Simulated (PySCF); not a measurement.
C2H11FSi3, SMILES F[SiH2][SiH2]CC[SiH3]. Atoms are numbered in the order given.

```xyz
17

F      2.5312     1.8233    -0.1168
Si     2.6763     0.2040     0.0684
Si     0.5247    -0.6487     0.4278
C     -0.6026    -0.0638    -0.9778
C     -2.0318    -0.6183    -0.9861
Si    -3.1238    -0.1472     0.4851
H      3.6111    -0.0495     1.2048
H      3.2828    -0.3395    -1.1851
H      0.0312    -0.1734     1.7583
H      0.5938    -2.1459     0.4680
H     -0.6085     1.0399    -0.9373
H     -0.0899    -0.3202    -1.9221
H     -2.0207    -1.7205    -1.0516
H     -2.5616    -0.2738    -1.8920
H     -3.0728     1.3307     0.7140
H     -2.6850    -0.8331     1.7389
H     -4.5365    -0.5455     0.2005
```
Charge 0, spin multiplicity 1.

Geometry: PBE0-D3(BJ)/def2-SVP. The structure was generated by enumeration, and PubChem lists no compound with its InChIKey, so it may never have been made. The values are those of a single conformer.

Method: CAM-B3LYP/def2-TZVP (PySCF).

ESP charges are fitted to the potential on shells at 1.4 to 2.0 van der Waals radii. Atomic charges (e):

```
atom  Mulliken  Löwdin    IAO  ESP fit
----  --------  ------  -----  -------
F1       -0.34     ___  -0.55    -0.26
Si2       0.44     ___   0.83     0.35
Si3       0.14     ___   0.47     0.18
C4       -0.34   -0.42  -0.52    -0.12
C5       -0.33   -0.43  -0.53    -0.23
Si6       0.22     ___   0.65     0.29
H7       -0.05   -0.04  -0.14    -0.06
H8       -0.06   -0.05  -0.15    -0.07
H9       -0.03   -0.02  -0.12    -0.06
H10      -0.04   -0.03  -0.12    -0.08
H11       0.15    0.15   0.15     0.08
H12       0.13    0.14   0.14     0.06
H13       0.13    0.14   0.14     0.09
H14       0.13    0.14   0.14     0.08
H15      -0.05     ___  -0.13    -0.08
H16      -0.04     ___  -0.13    -0.08
H17      -0.05     ___  -0.13    -0.09
```

**Question.** Complete the blanks. (The exact figures need the calculation; the answer reports its results.)

**Answer.** 
- F1, Löwdin: -0.04
- Si2, Löwdin: 0.12
- Si3, Löwdin: 0.18
- Si6, Löwdin: 0.26
- H15, Löwdin: -0.04
- H16, Löwdin: -0.04
- H17, Löwdin: -0.04

**Question.** Give the Mayer and Wiberg (Löwdin basis) orders of the bonds. (The exact figures need the calculation; the answer reports its results.)

**Answer.** 
| bond | Mayer | Wiberg |
|---|---|---|
| F1–Si2 | 1.03 | 1.68 |
| Si2–Si3 | 0.95 | 1.09 |
| Si3–C4 | 0.98 | 1.15 |
| C4–C5 | 0.94 | 1.28 |
| C5–Si6 | 0.98 | 1.17 |
| Si2–H7 | 0.94 | 0.95 |
| Si2–H8 | 0.93 | 0.95 |
| Si3–H9 | 0.95 | 0.91 |
| Si3–H10 | 0.94 | 0.92 |
| C4–H11 | 0.95 | 0.84 |
| C4–H12 | 0.95 | 0.84 |
| C5–H13 | 0.95 | 0.84 |
| C5–H14 | 0.95 | 0.84 |
| Si6–H15 | 0.96 | 0.95 |
| Si6–H16 | 0.96 | 0.95 |
| Si6–H17 | 0.96 | 0.95 |
